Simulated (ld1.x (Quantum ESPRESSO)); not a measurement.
PBEsol PAW dataset for beryllium (Be), scalar-relativistic all-electron reference.

The input file (ld1.x (Quantum ESPRESSO) 7.5):

```
&input
   title='Be', zed=4., rel=1, dft='PBESOL', iswitch=3,
   config='[He] 2s2 2p0 3d-2',
   nld=3, rlderiv=4.95, eminld=-2.0, emaxld=5.0, deld=0.02
 /
 &inputp
   pseudotype=3, lpaw=.true., tm=.true., lloc=-1, rcloc=4.15,
   nlcc=.true., rcore=2.25,
   which_augfun='BESSEL', rmatch_augfun=1.90,
   file_pseudopw='Be.UPF', file_wfcaegen='ae.wfc', file_wfcncgen='nc.wfc', file_beta='beta', file_chi='chi', file_wfcusgen='us.wfc'
 /
6
2S  1  0   2.00   0.00  1.85  2.15  0.0
2S  1  0   0.00   0.70  1.85  2.15  0.0
2P  2  1   0.00   0.00  3.70  4.55  0.0
2P  2  1   0.00   0.20  3.70  4.55  0.0
3D  3  2  -2.00  -0.15  3.05  3.95  0.0
3D  3  2  -2.00   2.55  3.05  3.95  0.0
 &test
   configts(1)='2s2 2p0'
 /
```

Command:

```bash
ld1.x < Be.in > Be.out
```

Resulting log (shortened: banner, matrices, multipoles, cross overlaps and the repeated all-electron block are left out):

```
Program LD1 v.7.5
     --------------------------- All-electron run ----------------------------

     Be
     scalar relativistic calculation

     atomic number is  4.00
     dft =PBESOL   lsd =0 sic =0 latt =0  beta=0.20 tr2=1.0E-14
     Exchange-correlation= PBESOL
                           (   1   4  10   8   0   0   0)
     mesh =1041 r(mesh) = 100.85720 a.u. xmin = -7.00 dx = 0.01250
     1 Ry =  13.60569312 eV, c = 137.03599908

     n l     nl                  e(Ry)          e(Ha)          e(eV)
     1 0     1S 1( 2.00)        -7.7507        -3.8754      -105.4541
     2 0     2S 1( 2.00)        -0.4074        -0.2037        -5.5432
     2 1     2P 1( 0.00)        -0.1447        -0.0723        -1.9683

     final scf error:  1.3E-15 reached in  21 iterations

     Etot =     -29.070470 Ry,     -14.535235 Ha,    -395.523897 eV

     Ekin =      28.910303 Ry,      14.455152 Ha,     393.344715 eV
     Encl =     -67.039560 Ry,     -33.519780 Ha,    -912.119683 eV
     Eh   =      14.283620 Ry,       7.141810 Ha,     194.338551 eV
     Exc  =      -5.224833 Ry,      -2.612417 Ha,     -71.087479 eV

     normalization and overlap integrals

     s(1S/1S) =  1.000000  <r> =   0.4221  <r2> =    0.2430  r(max) =   0.2661
     s(2S/2S) =  1.000000  <r> =   2.6150  <r2> =    8.2082  r(max) =   2.0415
     s(2P/2P) =  1.000000  <r> =   3.2244  <r2> =   13.2688  r(max) =   2.3134

     ------------------------ End of All-electron run ------------------------

     --------------------- Generating PAW atomic setup --------------------

      Generating local potential from pseudized AE potential:
      Matching radius rcloc =   4.1500

      Local pseudo, rcloc= 4.111 Estimated cut-off energy=     1.48 Ry

      Computing core charge for nlcc:

       r > 2.26 : true rho core
       r < 2.26 : rho core = a sin(br)/r    a=   0.00  b=   1.29

      Integrated core pseudo-charge :   0.00
      Wfc-us  2S rcutus= 2.146  Estimated cut-off energy=     9.73 Ry
      Wfc-us  2S rcutus= 2.146  Estimated cut-off energy=    12.54 Ry
      Wfc-us  2P rcutus= 4.544  Estimated cut-off energy=     3.89 Ry
      Wfc-us  2P rcutus= 4.544  Estimated cut-off energy=     7.57 Ry
      Wfc-us  3D rcutus= 3.911  Estimated cut-off energy=     6.57 Ry
      Wfc-us  3D rcutus= 3.911  Estimated cut-off energy=     7.15 Ry

     Required augmentation: BESSEL   radius:    1.900000
     Suggested rho cutoff for augmentation:  26.99 Ry

     Estimated PAW energy =   -6.335352 Ryd

     ------------------- End of pseudopotential generation -------------------

     Computing logarithmic derivative in   4.92821
     Computing logarithmic derivative in   4.92821
     Computing the partial wave expansion
     R is outside the sphere for l=    0 j= 0.00
     R is outside the sphere for l=    0 j= 0.00
     R is outside the sphere for l=    1 j= 0.00
     R is outside the sphere for l=    1 j= 0.00
     R is outside the sphere for l=    2 j= 0.00
     R is outside the sphere for l=    2 j= 0.00

     ---------------------- Testing the pseudopotential ----------------------

     Be
     scalar relativistic calculation

     atomic number is  4.00   valence charge is  2.00
     dft = SLA  PW   PSX  PSC   lsd =0 sic =0 latt =0  beta=0.20 tr2=1.0E-14
     mesh =1041 r(mesh) = 100.85720 xmin = -7.00 dx = 0.01250

     n l     nl             e AE (Ry)        e PS (Ry)    De AE-PS (Ry)
     1 0     2S   1( 2.00)       -0.40742       -0.40742       -0.00000
     2 1     2P   1( 0.00)       -0.14467       -0.14467       -0.00000

     eps = 9.9E-15  iter = 28

     Etot =     -29.070470 Ry,     -14.535235 Ha,    -395.523897 eV
     Etotps =    -6.335352 Ry,      -3.167676 Ha,     -86.196856 eV

     Ekin =       2.223714 Ry,       1.111857 Ha,      30.255165 eV
     Encl =      -4.724665 Ry,      -2.362332 Ha,     -64.282342 eV
     Ehrt =       1.390433 Ry,       0.695216 Ha,      18.917801 eV
     Ecxc =      -5.224833 Ry,      -2.612417 Ha,     -71.087480 eV
     (Ecc =      -0.000161 Ry,      -0.000081 Ha,      -0.002194 eV)

     ---------------------- End of pseudopotential test ----------------------
```

Generation and configuration tests took about 2 s on one core of a shared server CPU.

Transferability test of the new file with ld1.x, input:

```
&input
   title='Be', zed=4., rel=1, dft='PBESOL', iswitch=2,
   config='[He] 2s2 2p0 3d-2'
 /
 &test
   file_pseudo='Be.UPF', nconf=6,
   configts(1)='2s2 2p0',
   configts(2)='2s1 2p0',
   configts(3)='2s1.5 2p0',
   configts(4)='2s1 2p1',
   configts(5)='2s0 2p1',
   configts(6)='2s0 2p2'
 /
```

```bash
ld1.x < Be.test.in > Be.test.out
```

Pseudopotential blocks of its output, shortened (energy terms left out; the distinct warnings before each block abridged to one line each):

```
     ---------------------- Testing the pseudopotential ----------------------

     n l     nl             e AE (Ry)        e PS (Ry)    De AE-PS (Ry)
     1 0     2S   1( 2.00)       -0.40742       -0.40742       -0.00000
     2 1     2P   1( 0.00)       -0.14467       -0.14467       -0.00000

     eps = 6.4E-15  iter = 78

     Etot =     -29.070470 Ry,     -14.535235 Ha,    -395.523897 eV
     Etotps =    -6.335352 Ry,      -3.167676 Ha,     -86.196856 eV

     ---------------------- End of pseudopotential test ----------------------

          ---------------------- Testing the pseudopotential ----------------------

     n l     nl             e AE (Ry)        e PS (Ry)    De AE-PS (Ry)
     1 0     2S   1( 1.00)       -0.99787       -0.99831        0.00044
     2 1     2P   1( 0.00)       -0.70944       -0.70885       -0.00059

     eps = 9.0E-15  iter = 41

     Etot =     -28.375343 Ry,     -14.187671 Ha,    -386.066204 eV
     Etotps =    -5.640084 Ry,      -2.820042 Ha,     -76.737250 eV
     dEtot_ae =       0.695128 Ry
     dEtot_ps =       0.695268 Ry,   Delta E=      -0.000141 Ry

     ---------------------- End of pseudopotential test ----------------------

          ---------------------- Testing the pseudopotential ----------------------

     n l     nl             e AE (Ry)        e PS (Ry)    De AE-PS (Ry)
     1 0     2S   1( 1.50)       -0.69132       -0.69142        0.00010
     2 1     2P   1( 0.00)       -0.41076       -0.41071       -0.00005

     eps = 8.5E-15  iter =120

     Etot =     -28.796960 Ry,     -14.398480 Ha,    -391.802605 eV
     Etotps =    -6.061822 Ry,      -3.030911 Ha,     -82.475295 eV
     dEtot_ae =       0.273510 Ry
     dEtot_ps =       0.273530 Ry,   Delta E=      -0.000020 Ry

     ---------------------- End of pseudopotential test ----------------------

          ---------------------- Testing the pseudopotential ----------------------

     n l     nl             e AE (Ry)        e PS (Ry)    De AE-PS (Ry)
     1 0     2S   1( 1.00)       -0.44872       -0.45019        0.00147
     2 1     2P   1( 1.00)       -0.18343       -0.18570        0.00227

     eps = 7.5E-15  iter = 20

     Etot =     -28.806316 Ry,     -14.403158 Ha,    -391.929901 eV
     Etotps =    -6.071705 Ry,      -3.035853 Ha,     -82.609757 eV
     dEtot_ae =       0.264154 Ry
     dEtot_ps =       0.263647 Ry,   Delta E=       0.000507 Ry

     ---------------------- End of pseudopotential test ----------------------

          Warning: n=2, l=1 expected 0 nodes, found 1
     ---------------------- Testing the pseudopotential ----------------------

     n l     nl             e AE (Ry)        e PS (Ry)    De AE-PS (Ry)
     1 0     2S   1( 0.00)       -1.00310       -1.00859        0.00550  !
     2 1     2P   1( 1.00)       -0.71740       -0.71983        0.00242

     eps = 7.9E-15  iter = 12

     Etot =     -28.088202 Ry,     -14.044101 Ha,    -382.159458 eV
     Etotps =    -5.351225 Ry,      -2.675613 Ha,     -72.807132 eV
     dEtot_ae =       0.982268 Ry
     dEtot_ps =       0.984127 Ry,   Delta E=      -0.001858 Ry

     ---------------------- End of pseudopotential test ----------------------

          ---------------------- Testing the pseudopotential ----------------------

     n l     nl             e AE (Ry)        e PS (Ry)    De AE-PS (Ry)
     1 0     2S   1( 0.00)       -0.48015       -0.48513        0.00499
     2 1     2P   1( 2.00)       -0.21388       -0.21427        0.00039

     eps = 1.8E-15  iter = 14

     Etot =     -28.540426 Ry,     -14.270213 Ha,    -388.312281 eV
     Etotps =    -5.804901 Ry,      -2.902451 Ha,     -78.979708 eV
     dEtot_ae =       0.530044 Ry
     dEtot_ps =       0.530451 Ry,   Delta E=      -0.000407 Ry

     ---------------------- End of pseudopotential test ----------------------
```
